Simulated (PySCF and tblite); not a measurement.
Results of a calculation; reference values are marked as such.
System: C3H8B2N2, numbered as in [BH2:1][NH:2][B:3]([C:4]#[CH:5])[NH:6][CH3:7].

Motion: rotation about the B1–N2 bond (torsion H–B1–N2–B3 from 0° to 180°, rising). GFN2-xTB gives an electronic barrier of 19.7 kcal/mol.

(1) What does PBE0/pcSseg-1 + D3(BJ) give on GFN2-xTB geometries?

Programs: tblite and PySCF.

Results:

(1) A barrier of 27.7 kcal/mol, 7.9 above the tight-binding barrier (from unrounded values) and, with GFN2-xTB thermal terms, ΔG‡(298 K) = 25.4 kcal/mol and k = 3×10⁻⁶ s⁻¹ (2 equivalent paths).
